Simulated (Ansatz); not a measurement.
`CC(C)=C=C=C=C=C=C=C=C=C=C(C)C` with charge +1, relaxed as a doublet with UKS PBE0-D4/def2-SVP in Ansatz, starting from the PBE0-D4/def2-SVP geometry of the neutral singlet. Force threshold 0.03 eV/Å.

Start:

Cartesian coordinates in Å:
```
C -1.478 -6.554 -3.004
C -1.119 -6.163 -1.600
C -1.031 -7.263 -0.583
C -0.889 -4.897 -1.272
C -0.667 -3.680 -0.955
C -0.444 -2.449 -0.635
C -0.222 -1.226 -0.318
C 0.001 0.000 0.000
C 0.223 1.226 0.319
C 0.445 2.448 0.636
C 0.668 3.680 0.956
C 0.890 4.897 1.271
C 1.119 6.163 1.600
C 0.012 7.062 2.068
C 2.496 6.755 1.519
H -0.742 -7.274 -3.401
H -1.519 -5.687 -3.676
H -2.458 -7.060 -3.021
H -1.995 -7.794 -0.510
H -0.279 -8.010 -0.892
H -0.762 -6.885 0.411
H -0.956 6.546 2.093
H 0.233 7.447 3.078
H -0.073 7.940 1.405
H 3.238 6.027 1.169
H 2.500 7.621 0.835
H 2.809 7.131 2.509
```

Q: Estimate the energy that the relaxation releases and the steps that it takes.

A: 5.1 kcal/mol, in 8 steps; 2.4 min on 4 threads of Intel Xeon on a shared host. No frequencies were taken in this run, so the end may be a saddle point.

Q: Does the start keep its bonding and symmetry?

A: By distances, no bond broke or formed. The bond that changes most is C12–C13, from 1.33 to 1.34 Å (atoms count from 1). Point group D2d at the start, D2 at the end, both within 0.05 Å; within 0.015 Å the end is C2.

Q: Predict the relaxed structure.

A: 
```xyz
27

C    -1.007   -6.616   -3.020
C    -1.121   -6.164   -1.601
C    -1.495   -7.165   -0.559
C    -0.890   -4.890   -1.271
C    -0.671   -3.678   -0.957
C    -0.446   -2.444   -0.637
C    -0.223   -1.226   -0.319
C     0.001    0.000    0.000
C     0.225    1.225    0.320
C     0.448    2.444    0.638
C     0.672    3.677    0.959
C     0.891    4.889    1.273
C     1.121    6.164    1.602
C     0.173    6.904    2.486
C     2.329    6.877    1.092
H    -0.259   -7.424   -3.085
H    -0.726   -5.807   -3.704
H    -1.968   -7.050   -3.345
H    -2.467   -7.617   -0.821
H    -0.758   -7.985   -0.555
H    -1.559   -6.730    0.446
H    -0.673    6.289    2.815
H     0.716    7.278    3.371
H    -0.209    7.792    1.954
H     2.957    6.246    0.452
H     2.012    7.768    0.524
H     2.927    7.243    1.943
```
Bond lengths: 14 × C–C 1.27 to 1.49 Å; 12 × C–H 1.10 Å.
